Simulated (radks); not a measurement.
Spherical jellium clusters: N electrons in a uniform positive sphere of charge N and radius rs N^(1/3), rs = 5.03 bohr. Method: non-relativistic Kohn-Sham, LDA (Slater exchange, Perdew-Wang correlation), spin-polarised, spherical densities; computed with a radial shooting solver with Libxc functionals. Levels are named by radial order and angular momentum (1s, 1p, 1d, 2s, ...), and open shells are averaged over m.

N = 27, configuration 1s2 1p6 1d10 2s2 1f(up 7, down 0). This is the lowest configuration that the search found. Occupied and some empty levels:

level    occupation  eigenvalue (eV)  <r> (bohr)
1s up             1          -4.0387       9.534
1s down           1          -3.8615       8.800
1p up             3          -3.6537       10.95
1p down           3          -3.4079       10.65
1d up             5          -3.1359       11.87
1d down           5          -2.8590       11.79
2s up             1          -2.7791       8.926
2s down           1          -2.6566       9.382
1f up             7          -2.5027       12.63
1f down           0          -2.2157       12.67
2p up             0          -1.9681       10.59
2p down           0          -1.8429       10.72
1g up             0          -1.7721       13.33
1g down           0          -1.4898       13.48
2d up             0          -1.1720       12.53
2d down           0          -1.0347       12.67

Energy (eV): total -50.0925, kinetic 31.802, external -1569.6, Hartree 781.64, exchange-correlation -82.723, background 788.75.

Electron density:

r (bohr)  n(r) (e/bohr^3)
0.474            0.002686
1.67             0.002515
2.86             0.002212
4.05             0.001886
5.24             0.001660
6.43             0.001617
7.62             0.001762
8.81             0.002018
10.0             0.002236
11.2             0.002242
12.4             0.001929
13.6             0.001361
14.8            0.0007636
16.0            0.0003511
17.1            0.0001404
18.3           0.00005121
19.5           0.00001759
20.7            5.798e-06
21.9            1.862e-06
23.1            5.893e-07
